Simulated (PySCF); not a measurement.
C5H5FO, SMILES C(#C)[C@@]1(F)CCO1. Geometry optimised at PBE-D3(BJ)/def2-SVP. The structure was generated by enumeration; whether it is a known compound was not checked.

Computed equilibrium geometry at PBE-D3(BJ)/def2-SVP (PySCF confirms it by a frequency run) as a Z-matrix:
```
C
F 1 1.3888
O 1 1.4185 2 110.45
C 3 1.4533 1 92.19 2 112.13
H 4 1.1101 3 111.30 1 120.97
H 4 1.1111 5 109.28 3 -123.96
C 1 1.4661 2 108.42 3 -124.87
C 7 1.2215 2 147.00 1 176.99
H 8 1.0815 2 157.89 1 179.61
C 4 1.5377 5 115.84 6 -133.66
H 10 1.1046 4 116.06 5 -1.79
H 10 1.1052 11 110.58 1 128.16
```
